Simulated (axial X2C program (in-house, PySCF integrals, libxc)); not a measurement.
## Density and ELF of SnP

Calculated with an in-house all-electron X2C program for linear molecules (integrals from PySCF). Two-component (2c) means X2C with spin–orbit coupling and atomic mean-field two-electron Coulomb and Gaunt terms. Basis: Sn dyall-cv3z [11s12p9d4f1g], P dyall-v3z [8s7p2d1f] (cores contracted in-house); Gaussian nuclei, density fitting, unrestricted open shells. Masses: Sn 119.902 u, P 30.974 u.

PBE0, 2c, state Ω = 3/2 (⟨Sz⟩ = 0.50, ⟨Lz⟩ = 1.00 at PBE0); Sn at z = 0, P at z = 2.354 Å.

The maps cover the half plane through the axis: z from -2.4 to 4.2 Å along the bond, ρ from 0.15 to 2.25 Å away from it.

log10 of the density in e/bohr³:

```
 ρ\z  -2.4  -1.8  -1.2  -0.6   0.0   0.6   1.2   1.8   2.4   3.0   3.6   4.2
0.15  -2.8  -2.1  -1.3  -0.1   1.8  -0.1  -1.0  -0.8   1.1  -0.9  -1.5  -2.4
0.45  -2.9  -2.2  -1.5  -0.5   0.4  -0.5  -1.1  -0.9  -0.4  -1.0  -1.6  -2.4
0.75  -3.0  -2.3  -1.6  -1.0  -0.5  -1.0  -1.3  -1.1  -1.0  -1.2  -1.8  -2.6
1.05  -3.2  -2.5  -1.9  -1.4  -1.2  -1.5  -1.6  -1.4  -1.3  -1.5  -2.1  -2.8
1.35  -3.3  -2.7  -2.2  -1.8  -1.7  -1.8  -1.9  -1.8  -1.7  -1.9  -2.4  -3.0
1.65  -3.6  -3.0  -2.5  -2.2  -2.1  -2.2  -2.2  -2.1  -2.1  -2.3  -2.7  -3.3
1.95  -3.8  -3.3  -2.9  -2.6  -2.5  -2.5  -2.6  -2.5  -2.5  -2.7  -3.1  -3.6
2.25  -4.1  -3.6  -3.2  -3.0  -2.9  -2.9  -2.9  -2.9  -2.9  -3.1  -3.4  -3.9
```

Electron localisation function (collinear form, no current term, damped to 0 at low density):

```
 ρ\z  -2.4  -1.8  -1.2  -0.6   0.0   0.6   1.2   1.8   2.4   3.0   3.6   4.2
0.15  0.77  0.92  0.62  0.60  0.75  0.60  0.62  0.09  0.68  0.32  0.94  0.75
0.45  0.72  0.91  0.68  0.39  0.76  0.36  0.64  0.39  0.21  0.77  0.92  0.71
0.75  0.62  0.90  0.77  0.28  0.41  0.21  0.64  0.76  0.50  0.91  0.88  0.61
1.05  0.43  0.86  0.83  0.42  0.24  0.26  0.61  0.75  0.81  0.88  0.79  0.45
1.35  0.20  0.75  0.82  0.60  0.35  0.34  0.54  0.66  0.73  0.76  0.63  0.26
1.65  0.06  0.51  0.71  0.61  0.40  0.31  0.43  0.53  0.56  0.56  0.40  0.10
1.95  0.01  0.20  0.47  0.44  0.29  0.22  0.31  0.37  0.37  0.33  0.17  0.03
2.25  0.00  0.04  0.18  0.21  0.15  0.13  0.19  0.22  0.19  0.13  0.05  0.00
```

Axial spin density in 10⁻³ e/bohr³:

```
 ρ\z  -2.4  -1.8  -1.2  -0.6   0.0   0.6   1.2   1.8    2.4   3.0   3.6   4.2
0.15  -0.1  -0.1  -0.4   0.3   0.1   0.0  -1.3   0.8  105.0  -2.8  -1.2  -0.2
0.45   0.0  -0.1  -0.4   0.2   0.5  -0.5   1.4  11.4    8.5   3.8  -0.3  -0.1
0.75   0.0  -0.1  -0.3  -0.4  -0.5  -0.1   3.3  15.1   22.9   7.1   0.5   0.0
1.05   0.0  -0.1  -0.3  -0.6  -0.6   0.3   3.2  10.3   14.4   5.4   0.7   0.1
1.35   0.0  -0.1  -0.2  -0.4  -0.4   0.4   2.1   5.3    6.7   3.0   0.6   0.1
1.65   0.0  -0.1  -0.1  -0.3  -0.2   0.2   1.1   2.4    2.8   1.4   0.3   0.1
1.95   0.0   0.0  -0.1  -0.1  -0.1   0.1   0.5   1.0    1.1   0.6   0.2   0.0
2.25   0.0   0.0   0.0  -0.1  -0.1   0.1   0.2   0.4    0.4   0.3   0.1   0.0
```

Occupations by symmetry block were frozen at the best pattern of an incomplete PBE0 search. Density functionals use the spin component along the axis (collinear). Other states lie close and PBE0, whose exact exchange favours high spin, may order them wrongly; the determinant shown need not be the ground state. The nearest other 2c determinant of the search, Ω = 1/2, lies 0.11 eV up at the distance of the search. The functionals have no current-density term, which raises determinants with orbital currents, atoms included. The determinant is spin-polarised beyond a pure state at some levels (its spin-free form has ⟨S²⟩ too high), which makes Re and μ there less reliable. The stretched end of a curve changes character and is left out.
